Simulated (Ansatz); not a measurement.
Q: Name a neutral molecule of F, Ga, Si and H with HOMO energy (B3LYP/def2-TZVPP) between -7.75 and -7.45 eV and HOMO–LUMO gap (B3LYP/def2-TZVPP) between 4.75 and 5.05 eV (Ansatz, PBE0-D4/def2-TZVP geometry).

A: `F[SiH2][GaH2]` (-7.50 eV, 4.93 eV). Other molecules can fit too; these were computed, each in one conformer that needn't be the lowest.

B3LYP here is the variant with VWN-RPA as its local correlation; programs differ in this.
